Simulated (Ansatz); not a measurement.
C2H7AlO2 (`CO[CH2][AlH][OH]`). The species carries charge 0 and has multiplicity 1.

```
atom   x (Å)   y (Å)   z (Å)
  C1   0.474   0.247  -1.563
  O2   1.055  -0.486  -0.528
  C3   0.892   0.153   0.732
 Al4  -0.957  -0.019   1.438
  O5  -2.002  -1.142   0.709
  H6   0.613  -0.310  -2.490
  H7   0.938   1.238  -1.669
  H8  -0.608   0.397  -1.403
  H9   1.247   1.195   0.684
 H10   1.579  -0.353   1.423
 H11  -1.523   0.774   2.685
 H12  -1.709  -1.693  -0.016
```

Give the diagnostics of a CCSD(T)/def2-TZVPP run (frozen core, Ansatz 0.2.0). (An estimate is asked.)

Ansatz gave: T1 = 0.0120, largest single amplitude 0.024, largest double 0.015, (T) share of the correlation energy 3.5 %, 9 CCSD cycles. The RHF solution is stable towards an unrestricted one. T1 lies under the customary mark of 0.02 for closed shells.
